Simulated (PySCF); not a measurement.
**Working out the ionisation energy of Ca**

Ca [Ar] 4s2 (1S) → Ca⁺ [Ar] 4s1 (2S). Computed with PySCF 2.14 in ANO-RCC-VTZP, with the spin-free X2C one-electron Hamiltonian (Gaussian nucleus). Frozen: [Ne]. Energies in hartree (1 hartree = 27.21139 eV):

| part | Ca (lower) | Ca⁺ (upper) |
| --- | --- | --- |
| UHF | -679.627771 | -679.438959 |
| MP2 opposite-spin | -0.186114 | -0.163633 |
| MP2 same-spin | -0.066051 | -0.061940 |

Problem. What does Hartree-Fock give?

Solution. (-679.438959) − (-679.627771) = 0.188812 hartree = 5.138 eV.

Problem. What do MP2 and SCS-MP2 (6/5 opposite-spin, 1/3 same-spin) give?

Solution. The opposite-spin parts differ by 0.612 eV and the same-spin parts by 0.112 eV. MP2: 5.138 + (0.612) + (0.112) = 5.862 eV. SCS-MP2: 5.138 + 1.2 × (0.612) + (0.112)/3 = 5.910 eV.

Measured between the centres of the two terms (NIST): 6.113 eV, so MP2 (valence and next inner shell) is off by -0.251 eV.

What remains against the reference includes basis incompleteness, the frozen core and correlation beyond second order.
